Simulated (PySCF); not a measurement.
Al(F)2(Cl), AlClF2, SMILES [F][Al]([Cl])[F], PBE0/def2-SVP optimised geometry.

```
4

Al    -0.61     0.00     0.00
F     -1.45     1.42     0.00
F     -1.45    -1.42     0.00
Cl     1.45     0.00     0.00
```

Density from PBE0/def2-TZVP run with PySCF at that geometry.

Minimum of the electron density along straight lines between bonded atoms, close to the bond critical point (lines longer than 1.1 times the sum of covalent radii, or with two minima, are not listed):

```csv
bond,length / Å,ρ at the minimum / e bohr⁻³,∇²ρ there / e bohr⁻⁵,position (fraction from the first atom)
Al1–F2,1.647,0.115,0.93,0.44
Al1–F3,1.646,0.116,0.93,0.44
Al1–Cl4,2.066,0.081,0.33,0.38
```
